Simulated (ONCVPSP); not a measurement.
## Before and after: ONCV potential for boron (B)

ONCVPSP 4.0.1 input, shortened (lines: element, Z, core and valence counts, functional; n l f; lmax; l rc ep ncon nbas qcut; lloc lpopt rc5 dvloc0; l nproj debl; icmod fcfact rcfact), LDA (Perdew-Wang 92), scalar-relativistic:

```
  B 5.00    1    2  -001012      upf
    1    0    2.00
    2    0    1.75
    2    1    1.25
    2
    0    1.20    0.00    3    7    6.60
    1    2.75    0.00    4    8    5.80
    2    2.50    0.08    4    7    3.90
    4    2    0.85    3.00
    0    2    0.80
    1    2    3.70
    2    2    2.90
    0    0.00    0.00
```

All-electron outer shells of the reference configuration (LDA (PZ), scalar-relativistic, ld1.x):

| shell | level (eV) | outermost node (bohr) | outermost maximum (bohr) |
| --- | --- | --- | --- |
| 1s | -178.93 | – | 0.21 |
| 2s | -9.51 | 0.46 | 1.52 |
| 2p | -3.84 | – | 1.55 |

Change: functional PBE.

Cutoffs: the cutoffs (Ha) at which the residual kinetic energy of the hardest occupied pseudo-wave falls to 1 and 0.1 mHa per electron; they do not see the model core or the augmentation charge, which bear on the density cutoff. Errors are all-electron minus pseudo energies relative to the spin-unpolarised reference configuration.

**Question.** Predict the effect on cutoff, ghosts and configuration errors.

**Answer.** The potential gets neither clearly harder nor softer (13 Ha and 17 Ha → 13 Ha and 17 Ha); of the 4 tests that both files solve, the error grows in 2 and shrinks in 0 by more than 15 % and 0.3 meV (median size 30.6 → 33.0 meV); neither file shows a bound ghost.

| quantity | base | changed |
| --- | --- | --- |
| cutoff, loose | 13 Ha | 13 Ha |
| cutoff, tight | 17 Ha | 17 Ha |
| loose cutoff by channel | s 13 Ha, p 8.6 Ha | s 13 Ha, p 8.6 Ha |
| bound ghosts | none | none |
| GHOST(+) flags under 300 eV | none | none |
| error for 2s2 2p1, meV [ΔE -1.42 → -1.46 eV] | -0.1 | -0.5 |
| error for 2s2 2p0, meV [ΔE 6.90 → 6.76 eV] | +58 | +55 |
| error for 2s1 2p0, meV [ΔE 32.20 → 32.18 eV] | +233 | +206 |
| error for 2s1 2p1, meV [ΔE 12.86 → 12.90 eV] | -2.9 | -11 |
| s: phases at 1.22 bohr within 0.05 rad from the reference energy up to (Ha; the scan ends near 5) | to the end of the scan | to the end of the scan |
| p: phases at 2.79 bohr within 0.05 rad from the reference energy up to (Ha; the scan ends near 5) | 0.6 | 0.6 |
| d: phases at 2.53 bohr within 0.05 rad from the reference energy up to (Ha; the scan ends near 5) | 4.8 | to the end of the scan |
